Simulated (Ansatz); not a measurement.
C₂H₃ClOSi, SMILES `OC1=C[SiH]1Cl` at its PBE0-D4/def2-TZVP geometry, where that method's forces vanish. Total charge 0; spin multiplicity 1.

```
atom   x (Å)   y (Å)   z (Å)
  O1  -0.089  -1.989  -0.124
  C2  -0.082  -0.666  -0.013
  C3  -0.677   0.395  -0.591
 Si4   0.485   0.881   0.680
 Cl5   2.327   1.676   0.256
  H6  -0.685  -2.251  -0.838
  H7  -1.397   0.561  -1.383
  H8   0.119   1.393   2.014
```

(1) For each bond, give half the difference of the two atoms' forces along it (eV/Å; positive pushes the atoms apart) under PBE-D4, r2SCAN-D4, B3LYP-D4, ωB97M-V in def2-TZVPP. (An estimate is asked.)

## Answers

(1) Ansatz gave: 
```tsv
bond	length (Å)	PBE-D4	r2SCAN-D4	B3LYP-D4	ωB97M-V
O1–C2	1.328	0.17	0.23	0.33	0.38
O1–H6	0.966	0.42	0.02	-0.05	-0.18
C2–C3	1.346	0.32	0.08	-0.07	-0.10
C2–Si4	1.787	0.15	-0.06	-0.12	-0.16
C3–Si4	1.789	0.29	0.10	0.10	0.05
C3–H7	1.083	-0.09	-0.09	-0.11	-0.09
Si4–Cl5	2.051	0.09	0.05	0.19	0.08
Si4–H8	1.476	-0.03	-0.05	-0.16	-0.18
```

B3LYP here is the variant with VWN-RPA as its local correlation; programs differ in this.
